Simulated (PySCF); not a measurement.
B(Cl)(Me)(SH) (CH4BClS), SMILES CB(S)Cl.

The structure is a stationary point at B3LYP-D3(BJ)/def2-SVP. One conformer was computed; it need not be the lowest.

These are PySCF with TDDFT-CAM-B3LYP/def2-SVPD values and carry that method's errors.

Vertical excitations. Gas-phase values at a fixed geometry. State labels are in the subgroup Cs.

```json
[
 {"state": "S1", "symmetry": "A\"", "energy (eV)": "6.22", "λ (nm)": "199", "f": "0.000", "main pairs": "HOMO−1→LUMO 98 %"},
 {"state": "S2", "symmetry": "A'", "energy (eV)": "6.35", "λ (nm)": "195", "f": "0.202", "main pairs": "HOMO→LUMO 96 %"},
 {"state": "S3", "symmetry": "A\"", "energy (eV)": "6.62", "λ (nm)": "187", "f": "0.010", "main pairs": "HOMO→LUMO+1 62 %, HOMO→LUMO+2 18 %, HOMO→LUMO+3 11 %"},
 {"state": "S4", "symmetry": "A\"", "energy (eV)": "7.39", "λ (nm)": "168", "f": "0.001", "main pairs": "HOMO−2→LUMO 94 %"},
 {"state": "S5", "symmetry": "A\"", "energy (eV)": "7.51", "λ (nm)": "165", "f": "0.029", "main pairs": "HOMO→LUMO+3 48 %, HOMO→LUMO+1 28 %, HOMO→LUMO+2 9 %"},
 {"state": "S6", "symmetry": "A'", "energy (eV)": "7.79", "λ (nm)": "159", "f": "0.077", "main pairs": "HOMO−1→LUMO+1 79 %"},
 {"state": "S7", "symmetry": "A'", "energy (eV)": "7.93", "λ (nm)": "156", "f": "0.054", "main pairs": "HOMO−3→LUMO 85 %"},
 {"state": "S8", "symmetry": "A\"", "energy (eV)": "8.14", "λ (nm)": "152", "f": "0.001", "main pairs": "HOMO−4→LUMO 53 %, HOMO→LUMO+2 23 %, HOMO→LUMO+3 12 %"},
 {"state": "S9", "symmetry": "A\"", "energy (eV)": "8.20", "λ (nm)": "151", "f": "0.002", "main pairs": "HOMO−4→LUMO 43 %, HOMO→LUMO+2 37 %, HOMO→LUMO+3 9 %"},
 {"state": "S10", "symmetry": "A'", "energy (eV)": "8.44", "λ (nm)": "147", "f": "0.038", "main pairs": "HOMO−2→LUMO+1 46 %, HOMO−1→LUMO+2 38 %"},
 {"state": "T1", "symmetry": "A'", "energy (eV)": "5.16", "λ (nm)": "240", "f": "0", "main pairs": "HOMO→LUMO 97 %"},
 {"state": "T2", "symmetry": "A\"", "energy (eV)": "5.90", "λ (nm)": "210", "f": "0", "main pairs": "HOMO−1→LUMO 92 %"},
 {"state": "T3", "symmetry": "A\"", "energy (eV)": "6.21", "λ (nm)": "200", "f": "0", "main pairs": "HOMO→LUMO+1 50 %, HOMO→LUMO+2 23 %, HOMO→LUMO+3 13 %"},
 {"state": "T4", "symmetry": "A'", "energy (eV)": "6.99", "λ (nm)": "177", "f": "0", "main pairs": "HOMO−3→LUMO 95 %"}
]
```
Triplets are in the Tamm–Dancoff approximation, which puts them higher than full response would, so one can lie above its singlet here.
